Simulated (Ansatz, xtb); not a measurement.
## Two isomers of C5H6F3P

Structure a: `C=C[C@@H]1P[C@@H]1C(F)(F)F`, a singlet. Structure b: `C/C=C/P=C/C(F)(F)F`, a singlet. Both are isolated molecules in the gas phase, relaxed with PBE0-D3(BJ)/def2-SVP; the shapes shown needn't be the lowest conformers.

a (Å):

```xyz
15

C     1.1225   -1.4198   -1.9705
C     1.4603   -0.1280   -1.9604
C     1.1231    0.7913   -0.8556
C     2.0171    1.9171   -0.4295
C     3.3514    2.1538   -1.0727
F     3.8879    3.2944   -0.6346
F     3.2778    2.2330   -2.4080
F     4.2112    1.1716   -0.7828
P     0.4814    2.5167   -1.2865
H     1.3829   -2.0646   -2.8127
H     0.5766   -1.8775   -1.1395
H     2.0079    0.2927   -2.8089
H     0.5972    0.3059   -0.0275
H    -0.2586    2.6882   -0.0767
H     2.0857    2.0890    0.6485
```

b (Å):

```yaml
atoms:
  - { symbol: C, position_ang: [0.8758, -1.9023, 1.9190] }
  - { symbol: C, position_ang: [1.2729, -0.9357, 0.8606] }
  - { symbol: C, position_ang: [0.5020, 0.0521, 0.3715] }
  - { symbol: C, position_ang: [-0.1542, 2.1605, -1.1714] }
  - { symbol: C, position_ang: [-0.1253, 3.2665, -2.1686] }
  - { symbol: F, position_ang: [-1.0906, 3.1181, -3.0864] }
  - { symbol: F, position_ang: [-0.3335, 4.4539, -1.5829] }
  - { symbol: F, position_ang: [1.0379, 3.3417, -2.8212] }
  - { symbol: P, position_ang: [1.1405, 1.1365, -0.9134] }
  - { symbol: H, position_ang: [1.5639, -1.8415, 2.7788] }
  - { symbol: H, position_ang: [0.9421, -2.9375, 1.5443] }
  - { symbol: H, position_ang: [-0.1480, -1.7247, 2.2771] }
  - { symbol: H, position_ang: [2.2874, -1.0526, 0.4535] }
  - { symbol: H, position_ang: [-0.5156, 0.1926, 0.7592] }
  - { symbol: H, position_ang: [-1.1037, 2.0884, -0.6296] }
```

Quicker runs give these differences E(b) − E(a): GFN2-xTB +9.4 kJ/mol; HF/STO-3G +28.9 kJ/mol (at GFN2-xTB geometries); r2SCAN-D4/def2-SVP +1.6 kJ/mol (at GFN2-xTB geometries).

Problem. Estimate E(b) − E(a) at the level CCSD(T)/def2-SVP + ΔMP2/def2-TZVPP.

Solution. Not settled: CCSD(T)/def2-SVP + ΔMP2/def2-TZVPP gives E(b) − E(a) = −10.2 kJ/mol, but this leans on the basis-set step: CCSD(T) alone gives −2.8 kJ/mol.

How the difference moves with the method:

| level | geometry | E(b) − E(a) (kJ/mol) | departure from the last row (kJ/mol) | job, with rough time for the two |
| --- | --- | --- | --- | --- |
| GFN2-xTB | GFN2-xTB | +9.4 | +19.6 | optimisation, 0.27 s |
| HF/STO-3G | GFN2-xTB | +28.9 | +39.1 | single point, 0.42 s |
| r2SCAN-D4/def2-SVP | GFN2-xTB | +1.6 | +11.8 | single point, 4 s |
| PBE0-D3(BJ)/def2-SVP | PBE0-D3(BJ)/def2-SVP | +11.1 | +21.3 | optimisation, 40 s |
| HF/def2-SVP | PBE0-D3(BJ)/def2-SVP | −10.0 | +0.3 | part of the CCSD(T) run |
| MP2/def2-SVP | PBE0-D3(BJ)/def2-SVP | +4.4 | +14.6 | part of the CCSD(T) run |
| CCSD(T)/def2-SVP | PBE0-D3(BJ)/def2-SVP | −2.8 | +7.4 | single point |
| CCSD(T)/def2-SVP + ΔMP2/def2-TZVPP | PBE0-D3(BJ)/def2-SVP | −10.2 |  | single point, 2.5 min |

As drawn, b has 1 C=P, 1 C–H in place of 1 C–C, 1 C–P, 1 P–H. Structure a has a 3-membered ring, b no ring.

GFN2-xTB, HF/STO-3G, PBE0-D3(BJ)/def2-SVP, MP2/def2-SVP put the two in the other order. r2SCAN-D4/def2-SVP finds them nearly level. The largest departure from CCSD(T)/def2-SVP + ΔMP2/def2-TZVPP is that of HF/STO-3G, 39.1 kJ/mol. The last row adds to CCSD(T) the change of the MP2 difference between the two basis sets, here −7.4 kJ/mol.

With thermal terms from frequencies at re-optimised GFN2-xTB minima (ideal gas, soft modes damped towards free rotors, one conformer each, 298.15 K, 1 atm): on the last row, ΔE + ΔZPE = −8.9, ΔH = −5.9, ΔG = −13.6 kJ/mol.

The correlated steps freeze 13 core orbitals. Mirror images aren't counted in ΔG. Codes used: Ansatz 0.2.0, xtb 6.7.1; the last row on 4 threads of Arm Neoverse V2 on a shared host.
